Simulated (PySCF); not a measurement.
C₅H₉O₃, doublet, at a GFN2-xTB geometry, with bond 16-7 at 1.3 times its length; CAMB3LYP/STO-3G (PySCF).

PySCF was given this input:
```python
from pyscf import gto, scf, dft

mol = gto.Mole()
mol.atom = '''
    C     2.808608    0.181649    0.679217
    C     1.466081   -0.294951    0.200290
    O     1.189667   -1.457400    0.006689
    O     0.626924    0.713669    0.015478
    C    -0.677584    0.465303   -0.528362
    C    -1.456226    1.769435   -0.455420
    C    -1.434000   -0.647658    0.254024
    O    -2.562244   -1.026480   -0.262298
    H     3.513512    0.120753   -0.148131
    H     2.741842    1.209155    1.021768
    H     3.164166   -0.470532    1.472373
    H    -0.568952    0.136837   -1.569335
    H    -1.528872    2.103176    0.576894
    H    -0.961259    2.539141   -1.041404
    H    -2.455205    1.594793   -0.844589
    H    -0.481103   -1.773595    0.202098
    H    -1.480281   -0.400542    1.340884
'''
mol.basis = 'sto-3g'
mol.charge = 0
mol.spin = 1
mol.verbose = 4
mol.build()

mf = dft.UKS(mol)
mf.xc = 'camb3lyp'
mf.kernel()
```

Problem. Predict the main parts of the log of this PySCF run.

Solution. 
```
PySCF version 2.14.0

[INPUT] verbose = 4
[INPUT] num. atoms = 17
[INPUT] num. electrons = 63
[INPUT] charge = 0
[INPUT] spin (= nelec alpha-beta = 2S) = 1
[INPUT] symmetry False subgroup None
[INPUT] Mole.unit = angstrom
[INPUT] Symbol           X                Y                Z      unit          X                Y                Z       unit  Magmom
[INPUT]  1 C      2.808608000000   0.181649000000   0.679217000000 AA    5.307499911262   0.343266860801   1.283534109149 Bohr   0.0
[INPUT]  2 C      1.466081000000  -0.294951000000   0.200290000000 AA    2.770491566428  -0.557376610167   0.378493245489 Bohr   0.0
[INPUT]  3 O      1.189667000000  -1.457400000000   0.006689000000 AA    2.248144809433  -2.754086853941   0.012640378047 Bohr   0.0
[INPUT]  4 O      0.626924000000   0.713669000000   0.015478000000 AA    1.184714660917   1.348638953592   0.029249180956 Bohr   0.0
[INPUT]  5 C     -0.677584000000   0.465303000000  -0.528362000000 AA   -1.280448186387   0.879295234938  -0.998459474627 Bohr   0.0
[INPUT]  6 C     -1.456226000000   1.769435000000  -0.455420000000 AA   -2.751868315471   3.343747545220  -0.860619071649 Bohr   0.0
[INPUT]  7 C     -1.434000000000  -0.647658000000   0.254024000000 AA   -2.709867262626  -1.223896242384   0.480035789067 Bohr   0.0
[INPUT]  8 O     -2.562244000000  -1.026480000000  -0.262298000000 AA   -4.841939424310  -1.939766072344  -0.495671383021 Bohr   0.0
[INPUT]  9 H      3.513512000000   0.120753000000  -0.148131000000 AA    6.639575415373   0.228190098720  -0.279927020558 Bohr   0.0
[INPUT] 10 H      2.741842000000   1.209155000000   1.021768000000 AA    5.181330456830   2.284971792148   1.930861682845 Bohr   0.0
[INPUT] 11 H      3.164166000000  -0.470532000000   1.472373000000 AA    5.979407152661  -0.889176612844   2.782381723204 Bohr   0.0
[INPUT] 12 H     -0.568952000000   0.136837000000  -1.569335000000 AA   -1.075163458024   0.258584453707  -2.965613347694 Bohr   0.0
[INPUT] 13 H     -1.528872000000   2.103176000000   0.576894000000 AA   -2.889149359516   3.974426631758   1.090171662905 Bohr   0.0
[INPUT] 14 H     -0.961259000000   2.539141000000  -1.041404000000 AA   -1.816516244773   4.798281081654  -1.967968345027 Bohr   0.0
[INPUT] 15 H     -2.455205000000   1.594793000000  -0.844589000000 AA   -4.639665029663   3.013721995373  -1.596041897820 Bohr   0.0
[INPUT] 16 H     -0.481103000000  -1.773595000000   0.202098000000 AA   -0.909152907707  -3.351608805898   0.381909870322 Bohr   0.0
[INPUT] 17 H     -1.480281000000  -0.400542000000   1.340884000000 AA   -2.797325677397  -0.756914681386   2.533903524811 Bohr   0.0

nuclear repulsion = 391.119568751481
number of shells = 33
number of NR pGTOs = 147
number of NR cGTOs = 49
basis = sto-3g
ecp = {}

******** <class 'pyscf.dft.uks.UKS'> ********
method = UKS
initial guess = minao
damping factor = 0
level_shift factor = 0
DIIS = <class 'pyscf.scf.diis.CDIIS'>
diis_start_cycle = 1
diis_space = 8
diis_damp = 0
SCF conv_tol = 1e-09
SCF conv_tol_grad = None
SCF max_cycles = 50
direct_scf = True
direct_scf_tol = 1e-13
number electrons alpha = 32  beta = 31
XC library pyscf.dft.libxc version 7.1.2
    S. Lehtola, C. Steigemann, M. J. T. Oliveira, and M. A. L. Marques,  SoftwareX 7, 1–5 (2018)
XC functionals = camb3lyp
    T. Yanai, D. P. Tew, and N. C. Handy,  Chem. Phys. Lett. 393, 51 (2004)
radial grids:
    Treutler-Ahlrichs [JCP 102, 346 (1995); DOI:10.1063/1.469408] (M4) radial grids

becke partition: Becke, JCP 88, 2547 (1988); DOI:10.1063/1.454033
pruning grids: <function nwchem_prune>
grids dens level: 3
symmetrized grids: False
atomic radii adjust function: <function treutler_atomic_radii_adjust>
small_rho_cutoff = 0
Set gradient conv threshold to 3.16228e-05
tot grids = 201112
init E= -417.058517752587

cycle= 1 E= -415.411257288157  delta_E= 1.65  |g|= 0.681  |ddm|= 3.73
cycle= 2 E= -414.462323316489  delta_E= 0.949  |g|= 1.46  |ddm|= 2.56
cycle= 3 E= -415.693664474017  delta_E= -1.23  |g|= 0.331  |ddm|= 2.02
cycle= 4 E= -415.763419873356  delta_E= -0.0698  |g|= 0.144  |ddm|= 0.594
cycle= 5 E= -415.777288448488  delta_E= -0.0139  |g|= 0.0665  |ddm|= 0.235
cycle= 6 E= -415.780969395622  delta_E= -0.00368  |g|= 0.0275  |ddm|= 0.107
cycle= 7 E= -415.782293384203  delta_E= -0.00132  |g|= 0.0113  |ddm|= 0.0941
cycle= 8 E= -415.78247890711  delta_E= -0.000186  |g|= 0.00301  |ddm|= 0.0348
cycle= 9 E= -415.782517027318  delta_E= -3.81e-05  |g|= 0.00216  |ddm|= 0.0132
cycle= 10 E= -415.782555631776  delta_E= -3.86e-05  |g|= 0.00179  |ddm|= 0.0159
cycle= 11 E= -415.782618345985  delta_E= -6.27e-05  |g|= 0.00133  |ddm|= 0.033
cycle= 12 E= -415.782666219727  delta_E= -4.79e-05  |g|= 0.00086  |ddm|= 0.0378
cycle= 13 E= -415.782684864382  delta_E= -1.86e-05  |g|= 0.000511  |ddm|= 0.0278
cycle= 14 E= -415.782689492819  delta_E= -4.63e-06  |g|= 0.000207  |ddm|= 0.018
cycle= 15 E= -415.782689694589  delta_E= -2.02e-07  |g|= 0.000128  |ddm|= 0.00302
cycle= 16 E= -415.782689717841  delta_E= -2.33e-08  |g|= 4.36e-05  |ddm|= 0.000881
cycle= 17 E= -415.782689722507  delta_E= -4.67e-09  |g|= 1.93e-05  |ddm|= 0.000184
cycle= 18 E= -415.782689723556  delta_E= -1.05e-09  |g|= 1.23e-05  |ddm|= 7.1e-05
cycle= 19 E= -415.782689724186  delta_E= -6.3e-10  |g|= 5.61e-06  |ddm|= 8.22e-05
Extra cycle  E= -415.78268972427  delta_E= -8.41e-11  |g|= 4.14e-06  |ddm|= 1.78e-05
converged SCF energy = -415.78268972427  <S^2> = 0.76855548  2S+1 = 2.0184702
```
